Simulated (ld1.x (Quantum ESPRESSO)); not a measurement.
## Before and after: PAW potential for iron

* Element: iron
* Generator: ld1.x (Quantum ESPRESSO) 7.5
* Type: PAW
* Functional: LDA (PZ)
* Relativity: non-relativistic
* Frozen core: [Ar]
* Valence charge: 8
* Reference configuration: 3d6 4s1.75 4p0.25
* Partial waves: 4s (bound): rcut 2.10, rcutus 2.65 bohr; 4s channel at 0.85 Ry: rcut 2.10, rcutus 2.65 bohr; 4p (bound): rcut 2.00, rcutus 2.35 bohr; 4p channel at 4.25 Ry: rcut 2.00, rcutus 2.35 bohr; 3d (bound): rcut 1.20, rcutus 1.55 bohr; 3d channel at 0.9 Ry: rcut 1.20, rcutus 1.55 bohr
* Local potential: all-electron potential smoothed inside 1.85 bohr (lloc = -1)
* Core correction: a·sin(br)/r model core, default radius (core density twice the valence density)
* Augmentation charge: BESSEL, radius 1.35 bohr

All-electron outer shells of the reference configuration (LDA (PZ), non-relativistic, ld1.x):

```csv
shell,level (eV),outermost node (bohr),outermost maximum (bohr)
3p,-59.96,0.30,0.72
3d,-8.46,–,0.71
4s,-5.68,1.02,2.41
4p,-1.69,1.11,3.25
```

Change: waves 4p (bound): rcut 2.00, rcutus 3.44 bohr; 4p channel at 4.25 Ry: rcut 2.00, rcutus 3.44 bohr.

Cutoffs: the cutoffs (Ry, on a coarse ladder) from which the occupation-weighted sum of valence levels, in a spherical-Bessel basis at the reference potential, stays within 10 and 1 mRy of its value at 400 Ry; they do not see the model core or the augmentation charge, which bear on the density cutoff. Errors are all-electron minus pseudo energies relative to the spin-unpolarised reference configuration.

Question: How do hardness, ghosts and transferability respond?

Answer: The potential gets neither clearly harder nor softer (45 Ry and 70 Ry → 45 Ry and 70 Ry); of the 9 tests that both files solve, the error grows in 2 and shrinks in 1 by more than 15 % and 0.3 meV (median size 15.5 → 15.4 meV); neither file shows a bound ghost.

| quantity | base | changed |
| --- | --- | --- |
| cutoff, loose | 45 Ry | 45 Ry |
| cutoff, tight | 70 Ry | 70 Ry |
| bound ghosts | none | none |
| error for 3d6 4s2 4p0, meV [ΔE -0.99 eV] | +0.1 | -0.1 |
| error for 3d6 4s1 4p0, meV [ΔE 7.86 eV] | +1.1 | +2.1 |
| error for 3d6 4s0 4p0, meV [ΔE 24.13 eV] | +6.0 | +8.3 |
| error for 3d6 4s0 4p2, meV [ΔE 7.35 eV] | +4.4 | -0.7 |
| error for 3d7 4s0 4p0, meV [ΔE 5.40 eV] | -83 | -78 |
| error for 3d6.5 4s1.5 4p0, meV [ΔE -1.90 eV] | -18 | -16 |
| error for 3d7 4s1 4p0, meV [ΔE -2.12 eV] | -58 | -55 |
| error for 3d6 4s1.75 4p0.25 (spin-polarised), meV [ΔE -3.58 eV] | -16 | -15 |
| error for 3d6 4s2 4p0 (spin-polarised), meV [ΔE -4.40 eV] | -17 | -17 |
| lowest overlap eigenvalue by channel | s 0.35, p 0.73, d 0.74 | s 0.35, p 0.41, d 0.74 |
